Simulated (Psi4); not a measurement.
C₂F₂N (SMILES N#C[C](F)F), doublet, at a GFN2-xTB geometry; SVWN/6-31G* run with Psi4 1.11.

Input for Psi4:
```
memory 2 GB

molecule {
0 2
  C     0.00264829   -0.06828774   -0.33519194
  C    -0.00792577    0.20437077    1.00315867
  F     1.10369101   -0.18963354   -1.05085347
  F    -1.08703009   -0.23997814   -1.05790539
  N    -0.01689762    0.43571527    2.13871848
symmetry c1
no_reorient
no_com
}

set basis 6-31g*
set reference uks

energy('svwn')
print_variables()
```

Output, abridged:

```
   => Loading Basis Set <=

    Name: 6-31G*
    Role: ORBITAL
    Keyword: BASIS

         ---------------------------------------------------------
                                   SCF
               by Justin Turney, Rob Parrish, Andy Simmonett
                          and Daniel G. A. Smith
                              UKS Reference
         ---------------------------------------------------------

  ==> Geometry <==

    Molecular point group: c1
    Full point group: C1

    Geometry (in Angstrom), charge = 0, multiplicity = 2:

       Center              X                  Y                   Z               Mass
    ------------   -----------------  -----------------  -----------------  -----------------
         C            0.002648290000    -0.068287740000    -0.335191940000    12.000000000000
         C           -0.007925770000     0.204370770000     1.003158670000    12.000000000000
         F            1.103691010000    -0.189633540000    -1.050853470000    18.998403162730
         F           -1.087030090000    -0.239978140000    -1.057905390000    18.998403162730
         N           -0.016897620000     0.435715270000     2.138718480000    14.003074004430

  Running in c1 symmetry.

  Rotational constants: A =      0.36957  B =      0.13519  C =      0.09898 [cm^-1]
  Rotational constants: A =  11079.54987  B =   4052.95863  C =   2967.44966 [MHz]
  Nuclear repulsion =  148.347815906016422

  Charge       = 0
  Multiplicity = 2
  Electrons    = 37
  Nalpha       = 19
  Nbeta        = 18

  ==> Algorithm <==

  SCF Algorithm Type is DF.
  DIIS enabled.
  MOM disabled.
  Fractional occupation disabled.
  Guess Type is SAD.
  Energy threshold   = 1.00e-06
  Density threshold  = 1.00e-06
  Integral threshold = 1.00e-12

  ==> Primary Basis <==

  Basis Set: 6-31G*
    Blend: 6-31G*
    Number of shells: 30
    Number of basis functions: 75
    Number of Cartesian functions: 75
    Spherical Harmonics?: false
    Max angular momentum: 2

  ==> DFT Potential <==

   => LibXC <=

    Version 7.1.2
    S. Lehtola, C. Steigemann, M. J. T. Oliveira, and M. A. L. Marques,  SoftwareX 7, 1–5 (2018) (10.1016/j.softx.2017.11.002)

   => Composite Functional: SVWN <=

    Slater exchange
    Vosko, Wilk & Nusair (VWN5_RPA)
    P. A. M. Dirac,  Math. Proc. Cambridge Philos. Soc. 26, 376 (1930) (10.1017/S0305004100016108)
    F. Bloch,  Z. Phys. 57, 545 (1929) (10.1007/BF01340281)
[...]
      Ntotal   =   36.9999897813 ; deviation = -1.022e-05

   @Spin Contamination Metric:   2.858332749E-03
   @S^2 Expected:                7.500000000E-01
   @S^2 Observed:                7.528583327E-01
   @S   Expected:                5.000000000E-01
   @S   Observed:                5.000000000E-01

    Orbital Energies [Eh]
    ---------------------

    Alpha Occupied:

[...]
      19A     -0.214320

    Alpha Virtual:

[...]
    Beta Occupied:

[...]
    Beta Virtual:

[...]
    Final Occupation by Irrep:
              A
    DOCC [    18 ]
    SOCC [     1 ]
    NA   [    19 ]
    NB   [    18 ]

  @DF-UKS Final Energy:  -328.89378290105731

   => Energetics <=

    Nuclear Repulsion Energy =            148.3478159060164216
    One-Electron Energy =                -748.2013310602305864
    Two-Electron Energy =                 307.8059916814777353
    DFT Exchange-Correlation Energy =     -36.8462594283208631
    Empirical Dispersion Energy =           0.0000000000000000
    VV10 Nonlocal Energy =                  0.0000000000000000
    Total Energy =                       -328.8937829010573068

  UHF NO Occupations:
  HONO-2 :   17  A 1.9998034
  HONO-1 :   18  A 1.9991388
  HONO-0 :   19  A 1.0000000
  LUNO+0 :   20  A 0.0008612
  LUNO+1 :   21  A 0.0001966
  LUNO+2 :   22  A 0.0001965
  LUNO+3 :   23  A 0.0000427

Computation Completed

Properties will be evaluated at   0.000000,   0.000000,   0.000000 [a0]

Properties computed using the SCF density matrix

 Multipole Moments:

 ------------------------------------------------------------------------------------
     Multipole            Electronic (a.u.)      Nuclear  (a.u.)        Total (a.u.)
 ------------------------------------------------------------------------------------

 L = 1.  Multiply by 2.5417464519 to convert [e a0] to [Debye]
 Dipole X            :          0.0065648            0.0000001            0.0065649
 Dipole Y            :         -0.1692794           -0.0000001           -0.1692795
 Dipole Z            :         -0.8309121            0.0000000           -0.8309121
 Magnitude           :                                                    0.8480057

 ------------------------------------------------------------------------------------

  Variable Map:
  ----------------------------------------------------------------------------
[...]
  Array Variable Map:
  ----------------------------------------------------------------------------
[...]
[...]
```
